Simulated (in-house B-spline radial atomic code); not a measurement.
A calculation on Er III (Er2+): its settings, and results tabulated from the run. Computed with a radial B-spline atomic code at the basis-set limit: Dirac-Kohn-Sham PW91, spherical fractional occupations, Fermi nucleus of rms radius 5.2516 fm.

Command:
```bash
python run_scf.py task.json out
```
Settings (nuclear radius in fm, mass in u):
```
Z                68
configuration    [Xe] 4f12
hamiltonian      dirac
method           pw91,pw91
spin_polarised   False
nucleus          fermi
rms_radius       5.2516
atomic_mass      165.9303
speed_of_light   137.035999084
```

Output (hartree, bohr):
```
 radial grid: 78 intervals, B-splines of order 8, outer radius 53.7037 bohr

 iter        energy (Eh)    residual
    1      -13097.570627    5.72e-01
    2      -13094.494727    4.14e-01
    3      -13093.553235    3.74e-01
    4      -13095.378003    3.57e-01
    5      -13006.419616    1.18e+00
    6      -13097.810416    1.85e-01
    7      -13099.084648    3.73e-02
    8      -13099.134299    1.17e-02
    9      -13099.137058    9.80e-04
   10      -13099.137081    3.82e-05
   11      -13099.137081    1.24e-06
   12      -13099.137081    1.31e-07

 total energy                    -13099.13708
 kinetic                           14454.7983
 electron-nucleus                 -32372.8034
 Hartree                            5099.2876
 exchange-correlation               -280.4196

 first-order corrections (not in the total)
   Gaunt                            14.3218
   retardation                      -1.5129
   frequency dependence             -0.2128
   self-energy                      10.1771
   Uehling                          -1.7447
   Wichmann-Kroll                    0.0608
   recoil                            0.0274

 orbital      occ     eigenvalue          <r>       <r^2>       <1/r>     <1/r^3>       <r^4>       r_max    small
 1s1/2      2.000     -2106.2360    0.0203715 0.000567988     77.5425           - 8.64654e-07     0.01286  6.48e-02
 2s1/2      2.000      -354.0924    0.0858961  0.00877594     18.6495           - 0.000133803     0.07341  1.45e-02
 2p1/2      2.000      -337.3510    0.0714631  0.00632834     18.6271           -  8.1858e-05     0.05512  1.45e-02
 2p3/2      4.000      -303.6467    0.0787407  0.00754733     16.1534     12260.5 0.000111751     0.06134  1.33e-02
 3s1/2      2.000       -79.7398     0.224897   0.0579421     6.82551           -  0.00507727      0.2074  4.66e-03
 3p1/2      2.000       -72.3810     0.214609   0.0536124     6.74238           -  0.00455527       0.195  4.60e-03
 3p3/2      4.000       -65.3023     0.228306   0.0604575     6.11033     3035.71  0.00574366       0.208  4.27e-03
 3d3/2      4.000       -52.6943     0.201234   0.0476243     5.99552     452.653  0.00403849      0.1642  4.15e-03
 3d5/2      6.000       -51.1472     0.205481   0.0495214     5.84113     395.775  0.00433738      0.1678  4.05e-03
 4s1/2      2.000       -16.1477     0.508105    0.291748     2.85506           -    0.124032      0.4743  1.50e-03
 4p1/2      2.000       -13.2053     0.517137     0.30471     2.74623           -    0.139225      0.4765  1.42e-03
 4p3/2      4.000       -11.6122     0.548653    0.342739     2.52751     603.772    0.176261      0.5041  1.29e-03
 4d3/2      4.000        -6.7654     0.577428    0.387492     2.30544     87.2074    0.245899      0.5069  1.11e-03
 4d5/2      6.000        -6.4760     0.588652    0.402604     2.25145     74.8778    0.265717      0.5158  1.07e-03
 5s1/2      2.000        -2.4361      1.25279     1.76854     1.06463           -     4.68498       1.114  3.01e-04
 5p1/2      2.000        -1.6424      1.41168     2.26761    0.933538           -     8.07613       1.217  2.35e-04
 5p3/2      4.000        -1.4438      1.51957     2.62893    0.856866     72.9804     10.9025       1.304  2.04e-04
 4f5/2      5.143        -0.6660     0.810227    0.893463     1.66368     10.9059     2.63452      0.5066  6.40e-04
 4f7/2      6.857        -0.6261     0.829564    0.944232     1.63439     10.3818     3.02935       0.512  6.22e-04
```

Time taken, with all properties: 3.8 s on 1 thread of Arm Neoverse N1, on a shared host.

For the Dirac Hamiltonian the kinetic term is c α·p + (β - 1)c².
